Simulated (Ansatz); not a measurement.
Species: dichloro(dimethyl)silane, C$_{2}$H$_{6}$Cl$_{2}$Si (charge 0, singlet). SMILES: Cl[Si](Cl)(C)C
Geometry: optimised at B3LYP-D3(BJ)/def2-TZVP (Ansatz, an electronic-structure program).

Computed values are from Ansatz. Valence correlation only, unless marked. UHF or UKS for open shells. Spin-orbit coupling is left out. No relativistic terms. Basis-set limits of correlation are two-point, X^-3; Hartree-Fock from the larger set. [CCSD(T)-MP2]/basis is that difference in the basis named.

```
Item                                                                                           Result
---------------------  ------------------------------------------------------------------------------
atomisation energy De  4068.7 kJ/mol at RI-MP2/CBS(cc-pV(T+d)Z,cc-pV(Q+d)Z)+[CCSD(T)-MP2]/cc-pV(T+d)Z
total energy           -1288.4867 Eh at RI-MP2/CBS(cc-pV(T+d)Z,cc-pV(Q+d)Z)+[CCSD(T)-MP2]/cc-pV(T+d)Z
dipole moment                                                       2.37 D at CCSD(T)/aug-cc-pV(D+d)Z
T1 diagnostic                                                               0.009 at CCSD/cc-pV(T+d)Z
```
